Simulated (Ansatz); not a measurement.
One change: `C[SiH]([AlH2])[SbH2]` becomes `C[SiH](Cl)[SbH2]`.

Ansatz, PBE0-D4/def2-TZVP geometries, multiplicity 1. 

Elements past krypton have def2 core potentials.  Spin–orbit coupling is left out; it splits and shifts lone-pair levels of the heavy atoms by tenths of an eV.

```json
{"property": "size of the dipole moment (B3LYP/def2-TZVPP) / D", "`C[SiH]([AlH2])[SbH2]`": "2.03"}
{"property": "HOMO–LUMO gap (ωB97M-V/def2-TZVPP) / eV", "`C[SiH]([AlH2])[SbH2]`": "8.68"}
{"property": "LUMO energy (B3LYP/def2-TZVPP) / eV", "`C[SiH]([AlH2])[SbH2]`": "-1.47"}
{"property": "LUMO energy (PBE/def2-TZVPP) / eV", "`C[SiH]([AlH2])[SbH2]`": "-2.04"}
{"property": "size of the dipole moment (PBE/def2-TZVPP) / D", "`C[SiH]([AlH2])[SbH2]`": "2.06"}
{"property": "LUMO energy (PBE0/def2-TZVPP) / eV", "`C[SiH]([AlH2])[SbH2]`": "-1.29"}
```

(1) What does the change do to each property? (Estimate.)

Answers

(1) Computed: 
```tsv
property	`C[SiH](Cl)[SbH2]`	shift
size of the dipole moment (B3LYP/def2-TZVPP) / D	1.50	-0.53
HOMO–LUMO gap (ωB97M-V/def2-TZVPP) / eV	10.36	1.68
LUMO energy (B3LYP/def2-TZVPP) / eV	-0.66	0.81
LUMO energy (PBE/def2-TZVPP) / eV	-1.18	0.86
size of the dipole moment (PBE/def2-TZVPP) / D	1.49	-0.57
LUMO energy (PBE0/def2-TZVPP) / eV	-0.43	0.86
```

With PBE0 the HOMO falls by 0.78 eV and the LUMO rises by 0.86 eV, so the gap widens by about 1.64 eV. PBE moves the HOMO by -0.68 eV and ωB97M-V by -0.91 eV. The zero-point energy changes by -32.8 kJ/mol with -6 modes. Dipoles are sizes alone; their direction can turn.

B3LYP here is the variant with VWN-RPA as its local correlation; programs differ in this.
